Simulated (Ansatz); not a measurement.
Geometry optimisation, RKS PBE0/def2-SVP in Ansatz.

input.yaml

```yaml
crystal:
  periodic: [false, false, false]
  atoms:
    - { symbol: "N", position_ang: [-0.2816, -0.6584, 0.3665] }
    - { symbol: Ge, position_ang: [0.8546, 0.7716, -0.0165] }
    - { symbol: H, position_ang: [0.2151, -1.4659, 0.5063] }
    - { symbol: H, position_ang: [-0.8008, -0.7729, -0.5236] }
    - { symbol: H, position_ang: [-0.76638, -0.02728, 1.03603] }
basis:
  gaussian: { orbitals: def2-SVP }
hamiltonian:
  xc: pbe0
relax:
  f_tol: 0.02
  max_steps: 50
```

Command:

```bash
$ ansatz run input.yaml --threads 1 --pin off --max-ram 2048MiB --backend cpu --events-out ev --progress --plain --runs-dir out
```

Question: Where does it end, and by what steps?

Answer: The run converged. After 8 steps the energy has fallen by 1.155 eV; Ge2 moved furthest, 0.41 Å.

| step | energy less start (eV) | largest force component (eV/Å) | accepted |
| --- | --- | --- | --- |
| 0 | 0.0000 | 3.712 | yes |
| 1 | -0.7961 | 1.534 | yes |
| 2 | -1.0343 | 0.636 | yes |
| 3 | -1.1295 | 0.765 | yes |
| 4 | -1.1535 | 0.182 | yes |
| 5 | -1.1530 | 0.139 | no |
| 6 | -1.1549 | 0.027 | yes |
| 7 | -1.1550 | 0.033 | yes |
| 8 | -1.1551 | 0.011 | yes |

```xyz
5
Properties=species:S:1:pos:R:3
N -0.283 -0.618 0.305
Ge 1.136 1.046 -0.123
H 0.146 -1.491 0.610
H -0.898 -0.804 -0.486
H -0.881 -0.285 1.063
```

Whether the end is a true minimum wasn't checked by a vibrational analysis.

Time of the run: 22 s on 1 thread of Arm Neoverse V2, on a shared host, peak memory 0.22 GiB.
